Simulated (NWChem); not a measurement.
Molecule: C$_{2}$H$_{3}$BF$_{2}$O; SMILES C(B(F)O)(=C)F

```xyz
9

C     -1.3287    -1.4218     0.0000
C     -0.1747    -0.7574     0.0000
F      1.0062    -1.4602     0.0000
B      0.0501     0.7913     0.0000
O      1.2963     1.3140     0.0000
F     -0.9979     1.6132     0.0000
H     -1.3722    -2.5067     0.0000
H     -2.2600    -0.8666     0.0000
H      1.9567     0.6030     0.0000
```
Atoms are numbered in this order, from 1.

All runs: NWChem. Medium grid unless said otherwise, to which SCAN and Minnesota functionals are sensitive. The geometry was optimised at B3LYP/6-31G* (spherical d).

Question: Order these by “highest occupied level (eV)”, lowest first: B3LYP/def2-TZVP; PBE/def2-TZVP; M06-2X/def2-TZVP; Hartree-Fock/def2-TZVP.

Answer: Hartree-Fock/def2-TZVP (-10.94), M06-2X/def2-TZVP (-9.52), B3LYP/def2-TZVP (-7.98), PBE/def2-TZVP (-6.93)
